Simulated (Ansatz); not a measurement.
`[SiH3][O][Sn][O][SiH3]`. Total charge 0; spin multiplicity 1. Correlated methods include outer-core shells of Sn, which these sets cover unevenly. Sn takes the def2 core potential.

Cartesian coordinates in Å:
```
Si -1.836 0.289 -0.756
O -1.213 -1.202 -0.990
Sn 0.367 -2.379 -0.890
O 1.568 -1.168 0.099
Si 1.759 0.215 0.945
H -2.433 0.403 0.602
H -2.899 0.546 -1.766
H -0.790 1.340 -0.900
H 2.799 0.018 1.990
H 0.490 0.616 1.617
H 2.187 1.324 0.050
```

Give the diagnostics of a CCSD(T)/def2-TZVPP run (frozen core, Ansatz 0.2.0). (Best estimate.)

The calculation gave: T1 = 0.0158, largest single amplitude 0.035, largest double 0.064, (T) share of the correlation energy 3.4 %, 10 CCSD cycles. The RHF solution is stable towards an unrestricted one. T1 lies under the customary mark of 0.02 for closed shells.
